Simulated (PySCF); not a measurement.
A structure optimised at PBE0-D3(BJ)/def2-SVP, used in a PySCF frequency run:

```xyz
12

C      0.5479    -1.8725     0.0000
C     -0.1095    -0.5876     0.0000
O     -1.3338    -0.5133     0.0000
C      0.7622     0.6554     0.0000
C     -0.0358     1.9428     0.0000
H      1.6367    -1.9687     0.0000
H     -0.0725    -2.7715     0.0000
H      1.4333     0.5992     0.8761
H      1.4333     0.5992    -0.8761
H      0.6275     2.8198     0.0000
H     -0.6886     1.9998    -0.8829
H     -0.6886     1.9998     0.8829
```
Charge 0, spin multiplicity 2.

Problem. Write its SMILES, formula and point group.

Solution. [CH2]C(=O)CC, C4H7O, Cs

Problem. What are its rotational constants (standard atomic weights)?

Solution. 10.050, 3.8157, 2.8634 GHz
